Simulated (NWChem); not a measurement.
# Basis-set convergence for HBrPb

```xyz
3

Pb    -0.5357     0.5680     0.0000
H      0.7632     1.9002     0.0000
Br     1.2332    -1.3849     0.0000
```
Charge 0, spin multiplicity 1.

Everything below was run with NWChem. Structure: optimised with PBE0/def2-SVP with def2 effective core potentials on Pb, a minimum by its harmonic frequencies.

Quantity: dipole moment at the level PBE.

Effective core potentials replace the inner electrons of Pb; spin-orbit coupling is left out. The structure started from a generated list of species.

Costs are rough ratios of processor time within this set of runs, SCF included, with def2-SVP as 1.

| basis | functions | dipole moment (D) | relative cost |
|---|---|---|---|
| def2-SVP | 63 | 3.30 | 1 |
| def2-SVPD | 81 | 3.54 | under 3 |
| def2-TZVP | 104 | 3.53 | under 3 |
| def2-TZVPP | 112 | 3.52 | under 3 |
| def2-TZVPD | 122 | 3.54 | 3 |
| def2-QZVP | 187 | 3.52 | 10 |

Smallest basis within 0.05 D of def2-QZVP, the largest set run: def2-SVPD, with 81 functions against 187 and about 9 % of the time (also within reach: def2-TZVP, def2-TZVPP, def2-TZVPD). def2-QZVP isn't the basis-set limit itself, and a small set can land close by cancellation.
